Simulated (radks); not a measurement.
The numbers below are computed, except where a source is named.
Species: the titanium ion Ti4+. Configuration: [Ar] (the NIST ground configuration). Code: a radial shooting solver on a logarithmic mesh with Libxc functionals. Model: non-relativistic Kohn-Sham, LDA (Slater exchange, Perdew-Wang correlation), spin-polarised, spherical densities, point nucleus.

Normalised radial functions P(r) = r R(r), r in bohr:

r	3s
0.00414	0.0860
0.005263	0.1066
0.00669	0.1312
0.008437	0.1589
0.01073	0.1916
0.01363	0.2274
0.0172	0.2633
0.02186	0.2982
0.02779	0.3253
0.03505	0.3364
0.04455	0.3217
0.05664	0.2685
0.07142	0.1699
0.0908	0.0151
0.1154	-0.1836
0.1456	-0.3871
0.1851	-0.5530
0.2352	-0.5989
0.2967	-0.4659
0.3771	-0.1263
0.4794	0.3533
0.6095	0.8214
0.7686	1.0954
0.9771	1.0925
1.242	0.8407
1.567	0.5075
1.991	0.2242
2.532	0.0692
3.193	0.0146
4.059	0.0017

3s: eigenvalue -112.76 eV, 2 radial nodes at r = 0.0926, 0.404 bohr, <r> = 0.982 bohr, 90 % of the charge inside 1.46 bohr.
